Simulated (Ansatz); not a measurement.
Abridged output of a molecular run in Ansatz:

```
Functional definition: HF
1488 factors; integrals over basis functions are off by at most 9.3e-4 eV
mean field evaluation 1: about -13987.6394 eV, gradient 4.8e1 eV
mean field evaluation 2: about -13987.9171 eV, gradient 4.8e1 eV
mean field evaluation 4: about -13992.6043 eV, gradient 5.1e0 eV
mean field evaluation 8: about -13992.6873 eV, gradient 4.4e-1 eV
mean field -13992.68835060 eV, -514.2218122999 hartree, gradient 2.7e-6 eV, S^2 0.000000; 0 other end points of the search recorded, 0 dependent functions left out
9 core orbitals not correlated: weight in the atoms' cores, before any rotation towards them, 1.000 or more for the frozen orbitals, at most 0.000 for the correlated occupied ones
reference -13992.68835060 eV, -514.2218122999 hartree; 15, 15 occupied and 226, 226 virtual orbitals, 1488 factors
second order -25.23644086 eV of doubles, -0.00000000 eV of singles
cycle   1  -25.30253832 eV  change   -6.6e-2 eV  update   1.2e-1
cycle   2  -25.94689967 eV  change   -6.4e-1 eV  update   3.6e-2
cycle   3  -26.11105352 eV  change   -1.6e-1 eV  update   1.9e-2
cycle   4  -26.09639181 eV  change    1.5e-2 eV  update   4.9e-3
cycle   5  -26.09189012 eV  change    4.5e-3 eV  update   2.3e-3
cycle   6  -26.09297419 eV  change   -1.1e-3 eV  update   6.8e-4
cycle   7  -26.09273221 eV  change    2.4e-4 eV  update   2.4e-4
cycle   8  -26.09258260 eV  change    1.5e-4 eV  update   9.5e-5
cycle   9  -26.09260913 eV  change   -2.7e-5 eV  update   4.1e-5
cycle  10  -26.09262413 eV  change   -1.5e-5 eV  update   1.7e-5
perturbative correction -1.06740234 eV, -0.0392263125 hartree
Total energy: -14019.84837708 eV, -515.2199248630 hartree
```

Its atoms:

Z-matrix (Å, degrees):
```
Si
N 1 1.750
H 1 1.480 2 111.5
H 1 1.488 2 103.4 3 117.4
H 1 1.480 2 112.2 3 -125.0
C 2 1.369 1 116.3 3 63.4
H 2 1.006 1 123.5 3 -124.1
O 6 1.219 2 120.0 1 -0.9
N 6 1.368 2 117.1 1 177.5
H 9 1.005 6 114.7 2 169.5
H 9 1.004 6 120.1 2 23.1
```

Problem. Which basis set was used?
A. def2-TZVPP
B. def2-TZVPPD
C. def2-QZVPP
D. cc-pV(Q+d)Z

Solution. A. It gives 250 functions.

Problem. Write the keys of the input that set method, charge and spin (a neutral closed shell needs none for the last two).

Solution. 
```yaml
correlation: {method: ccsd_t}
```
